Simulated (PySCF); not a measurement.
**In: ionisation energy**

In [Kr] 4d10 5s2 5p1 (2P) → In⁺ [Kr] 4d10 5s2 (1S), as a difference of total energies. All numbers are calculated (PySCF 2.14, scalar relativity through the core potential, in def2-QZVPPD with the def2 core potential (28 electrons) (8s6p5d4f1g, 88 functions)). Correlated levels: valence: 4s2 4p6 4d10 frozen; valence and next inner shell: nothing frozen outside the core potential. The calculations carry no spin-orbit coupling.

| method | ionisation energy (eV) |
| --- | --- |
| UHF | 5.219 |
| LDA | 5.716 |
| PBE | 5.591 |
| PBE0 | 5.621 |
| r2SCAN | 5.717 |
| LC-wPBE | 5.720 |
| MN15 | 5.663 |
| PW91 | 5.643 |
| B2PLYP | 5.511 |
| MP2 (valence) | 5.423 |
| SCS-MP2 (valence) | 5.409 |
| MP2 (valence and next inner shell) | 5.475 |
| SCS-MP2 (valence and next inner shell) | 5.426 |

**Question.** How much does correlation contribute at MP2 (valence and next inner shell)?

**Answer.** 5.475 − (5.219) = 0.256 eV, measured against UHF.

Errors of the correlated levels include the incompleteness of this basis and the frozen core.

For comparison: 5.603 eV (measured; NIST levels, between the centres of gravity of the two terms).
